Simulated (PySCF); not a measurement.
# Excited states of Cd⁴⁶⁺ (cadmium, charge +46)

Ground state 1s2, ¹S. Calculation: PySCF 2.14, in an even-tempered Gaussian basis (18 s from 5.76 bohr⁻², ratio 2.5; 9 p from 7.11 bohr⁻², ratio 2.7; 7 d from 7.71 bohr⁻², ratio 2.7; 3 f from 610 bohr⁻², ratio 2.7); scalar relativity by spin-free X2C-1e. Vertical excitation energies in eV without spin-orbit coupling; excited terms of each kind are numbered among those the solver found. Frozen: nothing.

```json
{"term": "1 3S", "leading excitation": "1s → s", "EOM-EE-CCSD": "23599.4"}
{"term": "1 1S", "leading excitation": "1s → s", "EOM-EE-CCSD": "23666.3"}
{"term": "1 3P°", "leading excitation": "1s → p", "EOM-EE-CCSD": "23822.7"}
{"term": "1 1P°", "leading excitation": "1s → p", "EOM-EE-CCSD": "23865.7"}
{"term": "2 3S", "leading excitation": "1s → s", "EOM-EE-CCSD": "28031.2"}
{"term": "2 1S", "leading excitation": "1s → s", "EOM-EE-CCSD": "28048.8"}
{"term": "2 3P°", "leading excitation": "1s → p", "EOM-EE-CCSD": "28097.0"}
{"term": "2 1P°", "leading excitation": "1s → p", "EOM-EE-CCSD": "28108.8"}
{"term": "1 3D", "leading excitation": "1s → d", "EOM-EE-CCSD": "28141.5"}
{"term": "1 1D", "leading excitation": "1s → d", "EOM-EE-CCSD": "28142.0"}
{"term": "2 3D", "leading excitation": "1s → d", "EOM-EE-CCSD": "29615.3"}
{"term": "2 1D", "leading excitation": "1s → d", "EOM-EE-CCSD": "29615.6"}
```

The spin-orbit splitting of the hole, absent here, rivals or exceeds the spacing of these terms, so the LS terms are model states.

Only the lower part of the computed list is shown. Doubly excited terms such as np² are absent. The solver can miss terms. The 8 highest virtual orbitals were dropped.
